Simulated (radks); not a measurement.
Mn2+, 23 electrons, occupied as [Ar] 3d5. All-electron calculation, non-relativistic Kohn-Sham, PBE, spin-polarised, spherical densities, point nucleus; open shells are filled with parallel spins first. Program: a radial shooting solver on a logarithmic mesh with Libxc functionals.

Normalised radial functions P(r) = r R(r), r in bohr:

| r | 2p up | 3p down |
|---|---|---|
| 0.003731 | 0.0062 | 0.0023 |
| 0.004743 | 0.0100 | 0.0036 |
| 0.006078 | 0.0161 | 0.0059 |
| 0.007726 | 0.0255 | 0.0093 |
| 0.009901 | 0.0407 | 0.0149 |
| 0.01269 | 0.0646 | 0.0236 |
| 0.01613 | 0.1001 | 0.0366 |
| 0.02067 | 0.1555 | 0.0568 |
| 0.02649 | 0.2379 | 0.0868 |
| 0.03367 | 0.3525 | 0.1283 |
| 0.04315 | 0.5169 | 0.1874 |
| 0.05529 | 0.7353 | 0.2649 |
| 0.07029 | 0.9976 | 0.3557 |
| 0.09007 | 1.3060 | 0.4566 |
| 0.1145 | 1.6042 | 0.5420 |
| 0.1467 | 1.8497 | 0.5840 |
| 0.188 | 1.9527 | 0.5343 |
| 0.239 | 1.8558 | 0.3601 |
| 0.3063 | 1.5442 | 0.0383 |
| 0.3925 | 1.0909 | -0.3837 |
| 0.499 | 0.6443 | -0.7875 |
| 0.6395 | 0.2938 | -1.0692 |
| 0.8195 | 0.0987 | -1.1157 |
| 1.042 | 0.0240 | -0.9431 |
| 1.335 | 0.0035 | -0.6447 |
| 1.697 | 0.0003 | -0.3622 |
| 2.175 | 0.0000 | -0.1558 |
| 2.787 | 0.0000 | -0.0488 |
| 3.543 | 0.0000 | -0.0109 |
| 4.54 | 0.0000 | -0.0014 |

2p up: eigenvalue -645.37 eV, 0 radial nodes, <r> = 0.249 bohr, 90 % of the charge inside 0.407 bohr. 3p down: eigenvalue -68.417 eV, 1 radial node at r = 0.314 bohr, <r> = 0.912 bohr, 90 % of the charge inside 1.41 bohr.
